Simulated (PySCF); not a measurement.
ClCs, SMILES [Cl][Cs] (connectivity only; charge and spin as stated), charge +1, multiplicity 2.

The structure is a stationary point at PBE-D3(BJ)/def2-TZVPD. The spin state was assumed, not searched. The def2 effective core potentials stand for the cores of Cs; spin–orbit coupling is left out.

Calculation: PBE-D3(BJ)/def2-TZVPD in PySCF 2.14.0.

Frequencies are harmonic and unscaled.

Computed normal modes with their intensities:
```json
[
 {"mode": "1", "ν (cm⁻¹)": "57", "IR (km/mol)": "3.3", "moving atoms (share of kinetic energy)": "Cl 79 %, Cs 21 %"}
]
```
